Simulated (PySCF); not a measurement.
**Ionisation energy of Al²⁺ by level of theory**

Al²⁺ [Ne] 3s1 (2S) → Al³⁺ [Ne] (1S), as a difference of total energies. Computed with PySCF 2.14 in aug-cc-pCVTZ-DK with one added diffuse shell each of s, p, d, f type (9s8p6d4f, 91 functions), with the spin-free X2C one-electron Hamiltonian (Gaussian nucleus). Correlated levels: valence and next inner shell: 1s2 frozen. The calculations carry no spin-orbit coupling.

```tsv
method	ionisation energy (eV)
UHF	28.088
MP2 (valence and next inner shell)	28.358
SCS-MP2 (valence and next inner shell)	28.299
CCSD (valence and next inner shell)	28.360
CCSD(T) (valence and next inner shell)	28.366
```

Problem. How much does correlation contribute at CCSD(T) (valence and next inner shell)?

Solution. 28.366 − (28.088) = 0.278 eV, measured against UHF.

Errors of the correlated levels include the incompleteness of this basis and the frozen core.

For comparison: 28.448 eV (measured; NIST Atomic Spectra Database, ionization energies).
